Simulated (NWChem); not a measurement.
System: HfH₂I₂; SMILES [I][HfH2][I]

Input file for NWChem:

```
start job
memory heap 200 mb stack 900 mb global 1100 mb
geometry units angstroms noautoz
  Hf     0.000000     0.000000    -0.786266
  I      2.307635     0.000000     0.597274
  I     -2.307635     0.000000     0.597274
  H      0.000000     1.464290    -1.881376
  H      0.000000    -1.464290    -1.881376
end
basis spherical
  * library def2-svp
end
ecp
  I library def2-ecp
  Hf library def2-ecp
end
dft
  xc xcamb88 1.00 lyp 0.81 vwn_5 0.19 hfexch 1.00
  cam 0.33 cam_alpha 0.19 cam_beta 0.46
  iterations 150
  vectors input atomic output neutral.movecs
end
task dft energy
charge 1
dft
  odft
  mult 2
  vectors input atomic output cation.movecs
end
task dft energy
```

Coordinates come from a PBE0/def2-SVP optimisation. Not confirmed as a minimum by frequencies. def2 effective core potentials on I, Hf; no spin-orbit coupling.

Ions are spin-unrestricted doublets at the neutral geometry; other ion states weren't tried.

**Question.** What results follow from this input? (CAM-B3LYP/def2-SVP with def2 effective core potentials on I, Hf, vertical spin-unrestricted ions.) Quantities: vertical ionisation energy, ΔSCF (eV); −ε(HOMO) (eV).

**Answer.** 
```json
{
 "vertical ionisation energy, ΔSCF (eV)": "10.24",
 "−ε(HOMO) (eV)": "9.37"
}
```
